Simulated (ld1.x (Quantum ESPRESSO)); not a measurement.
# What one change does to a pseudopotential (In, ultrasoft)

```
Element                 : indium (In)
Generator               : ld1.x (Quantum ESPRESSO) 7.5
Type                    : ultrasoft
Functional              : PW91
Relativity              : scalar-relativistic
Frozen core             : [Kr]
Valence charge          : 13
Reference configuration : 4d10 5s2 5p1
Partial waves           : 5s (bound): rcut 1.90, rcutus 2.10 bohr; 5s channel at 1.8 Ry: rcut 1.90, rcutus 2.10 bohr; 5p (bound): rcut 2.55, rcutus 3.25 bohr; 5p channel at 0.35 Ry: rcut 2.55, rcutus 3.25 bohr; 4d (bound): rcut 1.65, rcutus 1.95 bohr; 4d channel at 0.25 Ry: rcut 1.65, rcutus 1.95 bohr
Local potential         : all-electron potential smoothed inside 2.10 bohr (lloc = -1)
Core correction         : Bessel-smoothed model core inside 1.10 bohr
Augmentation charge     : PSQ, radius 1.65 bohr
```

All-electron outer shells of the reference configuration (PW91, scalar-relativistic, ld1.x):

| shell | level (eV) | outermost node (bohr) | outermost maximum (bohr) |
| --- | --- | --- | --- |
| 4s | -119.70 | 0.41 | 0.77 |
| 4p | -78.17 | 0.42 | 0.82 |
| 4d | -18.67 | 0.40 | 0.94 |
| 5s | -8.29 | 1.02 | 2.16 |
| 5p | -2.56 | 1.14 | 2.85 |

Change: waves 5s (bound): rcut 1.90, rcutus 2.04 bohr; 5s channel at 1.8 Ry: rcut 1.90, rcutus 2.04 bohr.

Cutoffs: the cutoffs (Ry, on a coarse ladder) from which the occupation-weighted sum of valence levels, in a spherical-Bessel basis at the reference potential, stays within 10 and 1 mRy of its value at 400 Ry; they do not see the model core or the augmentation charge, which bear on the density cutoff. Errors are all-electron minus pseudo energies relative to the spin-unpolarised reference configuration.

How do hardness, ghosts and transferability respond?

The potential gets neither clearly harder nor softer (30 Ry and 50 Ry → 30 Ry and 50 Ry); the d channel sets the loose cutoff, while the largest relative change is in s, which becomes harder; the errors of the 7 common tests hardly move; neither file shows a bound ghost.

```csv
quantity,base,changed
"cutoff, loose",30 Ry,30 Ry
"cutoff, tight",50 Ry,50 Ry
loose cutoff by channel (10 mRy a level),"s 6 Ry, p 6 Ry, d 25 Ry","s 8 Ry, p 6 Ry, d 25 Ry"
bound ghosts,none,none
"error for 4d10 5s2 5p0, meV [ΔE 5.42 eV]",-1.3,-1.3
"error for 4d10 5s1 5p0, meV [ΔE 24.74 eV]",-7.6,-7.5
"error for 4d10 5s0 5p0, meV [ΔE 53.16 eV]",-25,-25
"error for 4d10 5s2 5p0.5, meV [ΔE 1.96 eV]",-0.5,-0.5
"error for 4d10 5s1 5p2, meV [ΔE 5.87 eV]",-1.2,-1.1
"error for 4d10 5s1 5p1, meV [ΔE 12.04 eV]",-2.8,-2.7
"error for 4d10 5s0 5p3, meV [ΔE 12.01 eV]",-2.7,-2.5
s: phases at 3.54 bohr within 0.05 rad from the reference energy up to (Ry; the scan ends near 5),4.2,3.7
p: phases at 3.54 bohr within 0.05 rad from the reference energy up to (Ry; the scan ends near 5),1.9,1.9
d: phases at 3.54 bohr within 0.05 rad from the reference energy up to (Ry; the scan ends near 5),3.7,3.7
lowest overlap eigenvalue by channel,"s 0.46, p 0.55, d 0.15","s 0.48, p 0.55, d 0.15"
```
